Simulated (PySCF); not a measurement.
Computed shifts of a molecule C₃H₆OS, PySCF with PBE/pcSseg-1, GIAO, gas phase, equivalent atoms averaged, in ppm (number of nuclei): ¹³C: 92.1 (1), 76.1 (1), 32.8 (1). ¹H: 6.48 (1), 6.15 (1), 5.72 (1), 1.88 (3). References: ¹³C against TMS (σ = 182.0 ppm); ¹⁷O against H2O (σ = 334.3 ppm); ³³S against H2S (σ = 706.5 ppm); ¹H against TMS (σ = 31.49 ppm), references at their B3LYP-D3(BJ)/def2-TZVP geometries, non-relativistic. Geometry optimised at PBE0-D3(BJ)/def2-SVP. One conformer was computed; it need not be the lowest.

**Question.** Which molecule gave these data?
A. C[C@@H](S)C=O
B. CCSC=O
C. C[C@@H]1OCS1
D. CC(=O)CS

**Answer.** C, C[C@@H]1OCS1
